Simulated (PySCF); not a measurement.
C2H6FMgN, SMILES [Mg]([F])[N](C)C. Atoms are numbered in the order given.

```xyz
11

Mg     0.0000     0.0000    -1.0347
F      0.0000     0.0000    -2.7984
N      0.0000     0.0000     0.8620
C      0.0000     1.1962     1.6749
C      0.0000    -1.1962     1.6749
H     -0.8896     1.2590     2.3399
H      0.8896     1.2590     2.3399
H      0.0000     2.1111     1.0553
H      0.8896    -1.2590     2.3399
H     -0.8896    -1.2590     2.3399
H      0.0000    -2.1111     1.0553
```
Charge 0, spin multiplicity 1.

Geometry: B3LYP-D3(BJ)/def2-SVP. Other conformers were not sampled.

Two levels are set side by side: PBE/pcSseg-1 (PySCF) and HF/pcSseg-1 (PySCF). GIAO shifts against CFCl3 (¹⁹F), NH3 (¹⁵N), TMS (¹H), TMS (¹³C) at the same level; non-relativistic, no solvent, atoms listed together averaged. Differences are taken from unrounded values.

```
quantity                                     HF     PBE  PBE minus HF
---------------------------------------  ------  ------  ------------
δ(¹⁹F) of F2 (ppm)                       -217.1  -276.3         -59.2
δ(¹⁵N) of N3 (ppm)                        -16.5    17.1          33.5
δ(¹³C) of C4, C5 (ppm)                     44.1    51.3           7.1
δ(¹H) of H6, H7, H8, H9, H10, H11 (ppm)    2.66    3.08          0.42
```

Rough cost on one machine, each run with all the roots and properties that it gave: HF against PBE within a factor of 2.
